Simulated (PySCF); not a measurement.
A GIAO shielding run with PySCF (density fitting, non-relativistic, gas phase) on `InChI=1S/C6H12O2SSi/c1-6(4-7)5(8-2)10(6)9-3/h4-5,10H,1-3H3/t5-,6+,10-/m1/s1`:

```
$ OMP_NUM_THREADS=1 python probes_run.py task.json out

{"job": {"kind": "nmr", "xc": "PBE0", "basis": "pcSseg-1"}, "charge": 0, "multiplicity": 1}
C     -2.794088     1.822363     0.151204
O     -2.282623     0.517069     0.074459
C     -0.998857     0.408727     0.591817
Si     0.475184     0.811421    -0.522833
S      2.260874     1.588395     0.323504
C      3.464581     0.270136    -0.069603
C     -0.243621    -0.853751     0.179836
C     -0.919855    -1.798489    -0.781921
C      0.635372    -1.461964     1.164548
O      1.175607    -2.540711     1.059470
H     -2.149794     2.522965    -0.397330
H     -2.871239     2.160220     1.191009
H     -3.784297     1.798261    -0.298496
H     -0.941628     0.660751     1.654738
H      0.276204     0.947502    -1.951920
H      3.125806    -0.673339     0.344251
H      4.398755     0.567910     0.393984
H      3.587797     0.201003    -1.144710
H     -1.309864    -1.271284    -1.647946
H     -0.211775    -2.559634    -1.101750
H     -1.754375    -2.289854    -0.283350
H      0.851425    -0.808309     2.038102
```

Hardware: 1 thread of an AMD EPYC 9R45 96-Core, shared host. The job also computes population analyses, field gradients, ring-centre shieldings.

**Question.** How large is the calculation?

**Answer.** 94 electrons, 244 basis functions and 1310 auxiliary functions.

**Question.** How long does it take, and how much memory does it need?

**Answer.** 30 s of wall time, with 15 SCF cycles and 5 response iterations; peak memory 1.1 GiB. Times on a shared host scatter by some tens of per cent.
